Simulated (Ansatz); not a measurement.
`[F][Sn]([F])([F])[I]`. Charge 0, multiplicity 1. Correlated methods include outer-core shells of I, Sn, which these sets cover unevenly. Sn, I: def2 effective core potential.

Z-matrix (Å, degrees):
```
Sn
F 1 1.888
F 1 1.888 2 105.6
I 1 2.606 2 113.1 3 124.2
F 1 1.888 2 105.6 3 -111.6
```

Give the diagnostics of a CCSD(T)/def2-TZVPP run (frozen core, the Gaussian-basis code of Ansatz). (Estimate.)

Ansatz gave: T1 = 0.0133, largest single amplitude 0.048, largest double 0.055, (T) share of the correlation energy 2.7 %, 9 CCSD cycles. The RHF solution is stable towards an unrestricted one. T1 lies under the customary mark of 0.02 for closed shells.
